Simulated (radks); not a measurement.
Values are calculated unless marked as measured or tabulated.
Ionisation of neutral helium, [He], to 1s1 as the strength of local exchange is varied. Level of theory: non-relativistic Kohn-Sham, Slater X-alpha exchange (alpha = 2/3 is LDA exchange), no correlation, spin-polarised, spherical densities, point nucleus (a radial shooting solver on a logarithmic mesh with Libxc functionals).

| alpha | E(He) (hartree) | exchange (hartree) | IE (eV) | -e of the level emptied (eV) | <r> of it (bohr) |
|---|---|---|---|---|---|
| 0.562 | -2.59174 | -0.69758 | 20.682 | 12.395 (1s) | 1.006 |
| 0.667 | -2.72407 | -0.85329 | 22.074 | 14.073 (1s) | 0.9719 |
| 0.755 | -2.83805 | -0.98991 | 23.284 | 15.551 (1s) | 0.9451 |
| 0.788 | -2.88151 | -1.04257 | 23.748 | 16.122 (1s) | 0.9354 |
| 0.86 | -2.97771 | -1.16020 | 24.778 | 17.400 (1s) | 0.9151 |
| 0.922 | -3.06204 | -1.26447 | 25.686 | 18.535 (1s) | 0.8984 |
| 1.019 | -3.19677 | -1.43313 | 27.144 | 20.376 (1s) | 0.8735 |

NIST Atomic Spectra Database: 24.587 eV (measured). The Delta-SCF value meets it near alpha = 0.85.
